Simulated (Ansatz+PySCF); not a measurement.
Results of a calculation; reference values are marked as such.
Input for PySCF 2.14.0:

```python
from pyscf import gto, scf, cc

mol = gto.M(atom="""
Be 0.000000 0.000000 0.000000
P 0.000000 0.000000 2.537500
""", basis='6-31g', charge=0, spin=1)
mf = scf.UHF(mol)
mf.kernel()
mycc = cc.CCSD(mf, frozen=6).run()
et = mycc.ccsd_t()
print(mf.e_tot, mycc.e_corr, et, mycc.e_tot + et)
```

The script is written out from the run's settings.

The run gave:

```json
{
  "Converged": "yes",
  "Reference energy": "-355.18908 hartree",
  "CCSD correlation energy": "-0.09150 hartree",
  "Triples correction": "-0.00389 hartree",
  "Total energy": "-355.28447 hartree",
  "Spin squared of the determinant": "0.769"
}
```

This is not the lowest solution: another run reaches a determinant 1.74 eV lower. Caution: bonds are stretched, where a single reference can fail.
